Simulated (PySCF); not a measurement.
CH6Cl2OSi2, SMILES C[Si](Cl)(Cl)[SiH2]O. Atoms are numbered in the order given.

```xyz
12

C      1.7382    -1.1756    -0.8308
Si     0.5017     0.0085    -0.1045
Cl     1.3357     1.9058    -0.0515
Cl     0.1214    -0.6047     1.8608
Si    -1.6472     0.0372    -1.0287
O     -2.3617    -1.3926    -0.5396
H      1.3123    -2.1903    -0.8578
H      2.6551    -1.1918    -0.2224
H      1.9997    -0.8729    -1.8563
H     -2.3594     1.2552    -0.5321
H     -1.6397     0.0340    -2.5175
H     -2.2378    -1.5981     0.3943
```

Coordinates come from a PBE0-D3(BJ)/def2-SVP optimisation. The structure was generated by enumeration, and PubChem lists no compound with its InChIKey, so it may never have been made. Other conformers were not sampled.

All values below come from SMD-B3LYP/def2-SVP in PySCF.

Solvation free energies are E(SMD) − E(gas) at the gas-phase geometry, for 1 M in both phases. In vacuum the dipole moment is 1.25 D.

**Question.** Rank water, acetone, tetrahydrofuran by solvation free energy, most negative first.

**Answer.** acetone (-5.8 kcal/mol), tetrahydrofuran (-4.9 kcal/mol), water (-2.4 kcal/mol)
